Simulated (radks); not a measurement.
Species: Pd8+. Configuration: [Kr] 4d2. Method: scalar-relativistic Kohn-Sham, PBE, spin-polarised, spherical densities, finite nucleus; open shells are filled with parallel spins first (spin-orbit coupling, left out, can overturn this in heavy ions); Fermi nuclear charge, rms radius 4.5318 fm; computed with a radial shooting solver on a logarithmic mesh with Libxc functionals.

Normalised radial functions P(r) = r R(r), r in bohr:

```
   r/bohr * 4s down, o 4p down (the largest magnitude, 1.15, reaches the edge; | marks zero, & curves that meet)
 0.001429                             o*
 0.002148                             o *
  0.00323                             o  *
 0.004858                             o   *
 0.007306                             |o   *
  0.01099                             |o    *
  0.01652                             | o   *
  0.02484                             |   o*
  0.03736                             |*     o
  0.05618                        *    |         o
  0.08449                  *          |        o
   0.1271                      *      |  o
   0.1911                    o        |      *
   0.2873              o              |               *
   0.4321                          o  |  *
   0.6498      *                      |                   o
   0.9771  *                          |                          o
    1.469                  *          |            o
     2.21                            *| o
    3.323                             &
    4.997                             &
```

4s down: eigenvalue -220.64 eV, 3 radial nodes at r = 0.0401, 0.161, 0.449 bohr, <r> = 0.901 bohr, 90 % of the charge inside 1.29 bohr. 4p down: eigenvalue -183.95 eV, 2 radial nodes at r = 0.143, 0.454 bohr, <r> = 0.961 bohr, 90 % of the charge inside 1.39 bohr.
